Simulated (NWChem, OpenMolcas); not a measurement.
## How basis sets differ on AlGeH4F (SMILES [F][AlH][GeH3])

AlGeH4F has 7 atoms, charge 0, and is taken as a singlet. As SMILES, `[F][AlH][GeH3]`. Geometry: relaxed at PBE0-D4/def2-TZVP.

Quantity: the dipole moment, in D. The values are calculated.

```csv
level,kind,program,value (D),CPU time
HF/STO-3G,Hartree–Fock,OpenMolcas,0.91,3.3 s
HF/3-21G,Hartree–Fock,OpenMolcas,1.43,4.1 s
"HF/ANO-RCC-VDZ (DKH2, RICD fitting)",Hartree–Fock,OpenMolcas,2.46,5.9 s
HF/def2-SVP,Hartree–Fock,NWChem,1.31,12 s
HF/def2-SVPD,Hartree–Fock,OpenMolcas,1.42,31 s
```

All-electron rows without a relativistic Hamiltonian named are non-relativistic. The values span 0.91 to 2.46 D. Magnitudes only. Sets without polarisation functions give poor dipoles. CPU times are rough (shared hosts, several kinds of processor and program).
